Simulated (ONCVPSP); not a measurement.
**Logarithmic derivatives: titanium, ONCV**

| Quantity | Value |
| --- | --- |
| Element | titanium |
| Generator | ONCVPSP 4.0.1 |
| Type | optimised norm-conserving Vanderbilt (ONCV) |
| Functional | PBE |
| Relativity | scalar-relativistic |
| Frozen core | [Ne] |
| Valence charge | 12 |
| Reference configuration | 3s2 3p6 3d2 4s2 |
| Partial waves | 3s+4s: rc 1.70 bohr, ncon 5, nbas 8, qcut 5.6 1/bohr, 3 projectors, debl 1.8 Ha; 3p: rc 1.40 bohr, ncon 4, nbas 9, qcut 12.1 1/bohr, 1 projector; 3d: rc 1.80 bohr, ncon 4, nbas 8, qcut 8.7 1/bohr, 3 projectors, debl 3.1 Ha |
| Local potential | polynomial inside 1.35 bohr (lpopt 4, dvloc0 0 Ha) |
| Core correction | Teter function, fcfact 2.75, rcfact 1.6 |

The phase is arctan(r·R′/R) of the radial function R(r), unwrapped; energies in Ha, scanned from -4 to 5 Ha. A pole is an energy at which the radial function vanishes at the test radius. The pseudo phase is shifted by a multiple of π to meet the all-electron one at the reference energy, and phase errors are pseudo minus all-electron; the curves can meet again beyond the range given. Levels narrower than the energy grid can be missing from the lists of poles.

Task: For each channel, where are the poles, and over which energies does the pseudopotential scatter like the atom?

Result:

```json
{"channel": "s", "radius (bohr)": "1.73", "reference energy (Ha)": "-0.16", "poles, all-electron": "-1.97", "poles, pseudo": "-1.97", "unbroken range about the reference energy with phases within 0.05 rad": "the whole range", "phase error 1 Ha above the reference energy (rad)": "+0.000"}
{"channel": "p", "radius (bohr)": "1.42", "reference energy (Ha)": "-1.43", "poles, all-electron": "-0.20", "poles, pseudo": "-0.20", "unbroken range about the reference energy with phases within 0.05 rad": "below 3.7", "phase error 1 Ha above the reference energy (rad)": "-0.000"}
{"channel": "d", "radius (bohr)": "1.83", "reference energy (Ha)": "-0.16", "poles, all-electron": "0.39", "poles, pseudo": "0.39", "unbroken range about the reference energy with phases within 0.05 rad": "the whole range", "phase error 1 Ha above the reference energy (rad)": "+0.000"}
```

Phases in the p channel:

| E (Ha) | all-electron | pseudo |
| --- | --- | --- |
| -3.98 | 1.058 | 1.058 |
| -3.50 | 0.935 | 0.934 |
| -3.02 | 0.703 | 0.703 |
| -2.54 | 0.207 | 0.206 |
| -2.06 | -0.580 | -0.581 |
| -1.58 | -1.103 | -1.103 |
| -1.10 | -1.351 | -1.351 |
| -0.62 | -1.489 | -1.489 |
| -0.14 | -1.581 | -1.581 |
| 0.34 | -1.653 | -1.653 |
| 0.82 | -1.718 | -1.719 |
| 1.30 | -1.785 | -1.787 |
| 1.78 | -1.864 | -1.867 |
| 2.26 | -1.968 | -1.973 |
| 2.74 | -2.123 | -2.134 |
| 3.22 | -2.389 | -2.414 |
| 3.70 | -2.864 | -2.916 |
| 4.18 | -3.491 | -3.550 |
| 4.66 | -3.944 | -3.984 |
